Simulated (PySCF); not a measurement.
C3H3N2, SMILES [c]1cnc[nH]1, multiplicity 2.

The structure is a stationary point at B3LYP-D3(BJ)/def2-SVP. The isomer is the one that the SMILES or the coordinates give; other isomers of the formula were not compared.

Calculation: TDA-LC-ωPBE/def2-SVPD (PySCF 2.14.0).

Vertical excitations. The molecule is in vacuum.

| state | energy (eV) | λ (nm) | f | main pairs |
|---|---|---|---|---|
| root 1 | 1.63 | 761 | 0.002 | β HOMO→LUMO 95 % |
| root 2 | 4.13 | 300 | 0.001 | β HOMO−2→LUMO 96 % |
| root 3 | 4.44 | 279 | 0.012 | α HOMO→LUMO+1 18 %, β HOMO−1→LUMO 65 % |
| root 4 | 4.64 | 267 | 0.006 | α HOMO→LUMO+1 27 %, β HOMO→LUMO+2 32 %, β HOMO−1→LUMO 28 % |
| root 5 | 5.57 | 223 | 0.003 | α HOMO→LUMO+4 36 %, β HOMO→LUMO+5 38 %, β HOMO→LUMO+2 9 % |
| root 6 | 5.99 | 207 | 0.000 | α HOMO−1→LUMO+1 39 %, α HOMO−1→LUMO+4 14 %, β HOMO−1→LUMO+2 35 %, β HOMO−1→LUMO+5 6 % |
| root 7 | 6.37 | 195 | 0.001 | α HOMO−2→LUMO+1 40 %, β HOMO−2→LUMO+2 38 % |
| root 8 | 6.65 | 187 | 0.009 | α HOMO−1→LUMO+1 54 %, β HOMO−1→LUMO+2 35 % |
| root 9 | 7.15 | 173 | 0.173 | α HOMO→LUMO+1 35 %, α HOMO→LUMO+4 7 %, α HOMO−2→LUMO+4 7 %, β HOMO→LUMO+2 41 % |
| root 10 | 7.18 | 173 | 0.000 | β HOMO→LUMO+1 86 % |
Unrestricted roots are not spin-pure.
